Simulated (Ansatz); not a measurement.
```yaml
crystal:
  periodic: [false, false, false]
  atoms:
    - {symbol: C, position_ang: [1.707849, -1.103090, 1.719754]}
    - {symbol: O, position_ang: [1.087229, -0.179383, 1.067076]}
    - {symbol: W, position_ang: [0.132707, -0.108529, -0.376593]}
    - {symbol: N, position_ang: [0.028585, -1.600543, -0.982168]}
    - {symbol: N, position_ang: [0.823988, 0.913745, -1.416342]}
    - {symbol: O, position_ang: [-1.461261, 0.473803, -0.028808]}
    - {symbol: C, position_ang: [-2.176728, 1.481224, -0.400341]}
    - {symbol: H, position_ang: [1.498400, -1.009552, 2.699486]}
    - {symbol: H, position_ang: [1.430230, -2.020124, 1.410579]}
    - {symbol: H, position_ang: [2.701425, -1.000858, 1.592944]}
    - {symbol: H, position_ang: [0.092804, -2.271884, -1.616734]}
    - {symbol: H, position_ang: [1.260844, 1.182693, -2.187287]}
    - {symbol: H, position_ang: [-1.618925, 2.171803, -0.875211]}
    - {symbol: H, position_ang: [-2.908693, 1.169585, -1.017401]}
    - {symbol: H, position_ang: [-2.598453, 1.901101, 0.411045]}
basis:
  gaussian: {orbitals: def2-mTZVPP}
hamiltonian: {xc: {name: CCSD(T)}}
output: {forces: true}
```

```sh
$ ansatz run in.yaml --threads 2 --pin off --events-out ev --progress --plain --max-ram 20480MiB --backend cpu
```

Output, abridged:

```
Error: YAML parse error: error: line 21 column 19: hamiltonian.xc: no functional is named "CCSD(T)"; the names, which are not case-sensitive, are SVWN5, SPW92, PBE, PBE0, PBEsol, revPBE, revPBE0, RPBE, rPW86-PBE, HSE06, wPBEh, LC-wPBE, HISS, HF, BLYP, B3LYP, B3LYP5, BHLYP, CAM-B3LYP, r2SCAN, r2SCANh, r2SCAN0, r2SCAN50, m-r2SCAN, B97, wB97, wB97X, wB97X-V, B97M-V, wB97M-V, B2PLYP, B2GP-PLYP, PBE0-DH, PBE-QIDH
19 | basis:
20 |   gaussian: {orbitals: def2-mTZVPP}
21 | hamiltonian: {xc: {name: CCSD(T)}}
22 | output: {forces: true}
```

Something in this input is off. What?

The method's name isn't one that the program takes here. The program refused the input.

HSE06 is defined as in plane-wave codes.
